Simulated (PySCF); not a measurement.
## Stretching TlF

Set-up: basis Tl cc-pVTZ-PP with ECP60, F cc-pVTZ; scalar-relativistic core potentials; PySCF 2.14. Energies in eV from Tl + F in their ground configurations at the same level. State: ¹Σ⁺ (singlet), closed shell.

All columns are PBE0. A positive dipole means Tl(−)F(+).

```tsv
R (Å)	E (eV)	μ (D)	Mulliken charge on Tl (basis-dependent)	HOMO (eV)	LUMO (eV)	Mayer bond order	⟨S²⟩
1.811	-3.954	-1.81	0.40	-7.34	-1.16	1.00	0.00
1.895	-4.542	-2.47	0.43	-7.56	-1.26	0.95	0.00
1.980	-4.855	-3.10	0.46	-7.71	-1.36	0.91	0.00
2.043	-4.962	-3.56	0.48	-7.78	-1.44	0.88	0.00
2.106	-4.990	-4.00	0.51	-7.81	-1.52	0.86	0.00
2.169	-4.959	-4.43	0.52	-7.80	-1.61	0.83	0.00
2.253	-4.853	-4.99	0.55	-7.72	-1.71	0.80	0.00
2.359	-4.651	-5.65	0.57	-7.56	-1.85	0.77	0.00
2.485	-4.354	-6.41	0.59	-7.24	-2.00	0.74	0.00
2.654	-3.925	-7.37	0.61	-6.74	-2.20	0.70	0.00
```

A fit through these points gives, at Re = 2.101 Å, μ = -3.97 D and dμ/dR = -6.91 D/Å; the reduced mass is 17.39 u.

Task: How strong is the fundamental in the double-harmonic approximation, I = 42.26·(dμ/dR)²/μred km/mol?

Result: I = 42.26·(-6.91)²/17.39 = 116 km/mol at PBE0.

Spin–orbit coupling is left out, which matters for elements this heavy, above all for dissociation energies.
